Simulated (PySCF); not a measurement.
Nuclear quadrupole coupling in `C=C1CCC[C@@H](CO)C1`

Species: C8H14O.
SMILES with atom numbers: `[CH2:1]=[C:2]1[CH2:3][CH2:4][CH2:5][C@@H:6]([CH2:7][OH:8])[CH2:9]1` (hydrogens: H10, H11 on C1; H12, H13 on C3; H14, H15 on C4; H16, H17 on C5; H18 on C6; H19, H20 on C7; H21 on O8; H22, H23 on C9)

Structure used (GFN2-xTB), in Å, numbered top down from 1:
```xyz
23
C8H14O angstrom
C     -0.3193    2.8173    0.2648
C     -0.6026    1.5421    0.0602
C     -1.6190    0.7878    0.8658
C     -0.9666   -0.4361    1.5131
C     -0.3168   -1.3117    0.4482
C      0.7365   -0.5214   -0.3276
C      1.4147   -1.3998   -1.3858
O      2.0855   -2.5096   -0.8386
C      0.0905    0.7080   -0.9780
H     -0.8244    3.3989    1.0178
H      0.4208    3.3383   -0.3195
H     -2.0550    1.4331    1.6297
H     -2.4226    0.4515    0.2043
H     -0.2097   -0.1027    2.2271
H     -1.7169   -1.0080    2.0621
H      0.1476   -2.1861    0.9078
H     -1.0804   -1.6684   -0.2472
H      1.5036   -0.1746    0.3779
H      2.1100   -0.7878   -1.9806
H      0.6651   -1.8195   -2.0614
H      2.7488   -2.1926   -0.2153
H     -0.6415    0.3694   -1.7171
H      0.8470    1.2991   -1.4977
```

Field gradients from the PBE0/pcSseg-1 density (PySCF, non-relativistic), principal values in atomic units, ordered |Vxx| ≤ |Vyy| ≤ |Vzz|:

```csv
atom,Vxx,Vyy,Vzz
O8,0.0692,1.8872,-1.9564
```

Question: Find the asymmetry η = (Vxx − Vyy)/Vzz and the couplings χ = eQV/h (234.96 MHz × Q in barn × V in au), with Q(17O) = −0.0256 b.

Answer: 
| atom | environment | nucleus | η | χzz (MHz) | χxx (MHz) | χyy (MHz) |
| --- | --- | --- | --- | --- | --- | --- |
| O8 | alcohol oxygen | 17O | 0.93 | 11.77 | -0.42 | -11.35 |

At O8 η is above 0.9: Vyy and Vzz are nearly equal in size and opposite in sign, so a small change could swap them and flip the sign of χzz. The tensor is traceless: Vxx + Vyy + Vzz = 0.

Question: What is Vzz at O8 in SI units (1 au = 9.71736 × 10²¹ V/m²)?

Answer: -1.9564 au = -19.011 × 10²¹ V/m².

Question: And the gradient at the other heavy atoms, for which no coupling is worked out here?

Answer: 
```csv
atom,environment,Vzz (au),η
C1,terminal =CH2 carbon,0.238,0.50
C2,fully substituted alkene carbon,0.340,0.55
C3,allylic carbon,-0.051,0.14
C4,ring CH2 carbon,-0.049,0.89
C5,ring CH2 carbon,-0.057,0.29
C6,sp3 CH carbon,0.028,0.39
C7,carbinol carbon (C–OH),0.347,0.20
C9,allylic carbon,-0.050,0.21
```

Were the hydrogens deuterons (Q(2H) = 0.00286 b), χzz would run from 191 kHz (H19) to 314 kHz (H21).

The structure is a single GFN2-xTB conformer in the gas phase; no vibrational or solvent corrections. GFN2-xTB bond lengths can be off by several hundredths of an ångström, more for odd bonds, and the gradients follow them. With so small a basis the couplings can be 20 % off.

These values come from a run that also computed NMR shieldings. On an Intel Xeon Platinum 8488C with one thread, no GPU, on a shared host, this took 59 s and 1.0 GiB of memory at its peak.
